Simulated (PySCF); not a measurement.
# A thermochemical cycle for RbLi

PBE in PySCF with def2-SVPD on every atom (core potentials on Rb), for the lowest determinant that a PBE0 search found; no spin–orbit coupling. RbLi, a singlet (closed shell), has De = 0.67 eV to neutral atoms, and RbLi⁺, a doublet (σ ↑), has De = 0.51 eV to Rb⁺ + Li.

The adiabatic ionisation energy of RbLi, between the minima, is 4.45 eV.

**Question.** Which ionisation energy of the Rb atom does this level give?

**Answer.** IE(Rb) = IE(molecule) + De(ion) − De(neutral) = 4.45 + 0.51 − 0.67 = 4.29 eV; the measured value is 4.177 eV (NIST ASD).

Closed-shell solutions of metal pairs were not tested for spin polarisation, which can lower them a little. Spin–orbit coupling is left out. For an ion De counts to the pair picked by the measured ionisation energies or electron affinities, which need not be the lowest pair at this level. States were picked by a PBE0 search and need not be the measured ground states.
